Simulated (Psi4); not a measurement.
A dimer, AlCl3 ··· H4OSi (SMILES [Cl][Al]([Cl])[Cl] and O[SiH3]); the first 4 atoms form monomer A.

```
10

Al    -0.0003     0.0002    -0.0001
Cl    -1.7532    -1.0995    -0.1721
Cl     0.0904     1.9358    -0.7466
Cl     1.6632    -0.8364     0.9188
Si    -1.2249     0.4431     3.4508
O     -0.6851     0.9127     1.9612
H     -0.3049     0.8825     4.5294
H     -2.5714     0.9944     3.7436
H     -1.2842    -1.0310     3.4118
H     -0.5777     1.8502     1.7853
```

Question: What interaction energy does SAPT0/jun-cc-pVDZ, frozen core (Psi4 1.11) give, and which attractive term is the largest?

Answer: Total -79.88 kJ/mol: electrostatics -131.20, exchange 131.98, induction -53.97, dispersion -26.69. The most attractive term is electrostatics.
